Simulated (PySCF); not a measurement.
Spinor energies of Ag(37+) (silver, charge +37)

Start: [Ne]. Calculated with PySCF 2.14 in an uncontracted even-tempered set (17 s from 17 bohr⁻², ratio 2.4; 12 p from 21 bohr⁻², ratio 2.4; 5 d from 83 bohr⁻², ratio 2.6; 4 f from 120 bohr⁻², ratio 2.6): generalised Hartree-Fock with the X2C-1e Hamiltonian and a Gaussian nucleus; one run each with spin-orbit coupling (SO) switched off, then screened by Boettger's factors.

```
spinor shell  electrons  ε, spin-free (eV)  ε, screened SO (eV)  weight of nominal j (screened SO)  rms radius, screened SO (bohr)
       1s1/2          2           -27933.5             -27932.2                              1.000                          0.0356
       2s1/2          2            -5995.9              -5995.6                              1.000                           0.143
       2p1/2          2            -5615.7              -5742.1                              1.000                           0.123
       2p3/2          4            -5615.7              -5557.7                              1.000                           0.128
```

```
   quantity    spin-free  screened SO
E (hartree)  -4126.14520  -4126.97484
        M_J            0            0
       ⟨J²⟩        0.000        0.000
       ⟨L²⟩        0.000        0.005
       ⟨S²⟩        0.000        0.005
```

Breit and QED terms are absent; they matter most for the inner s and p1/2 levels.

Densities and radii are taken from the X2C orbitals without a picture-change correction, which distorts them close to the nucleus.

Without spin-orbit coupling the j labels of p, d and f shells carry no meaning; the spin-free column gives the mean over the occupied spinors of each nl shell.
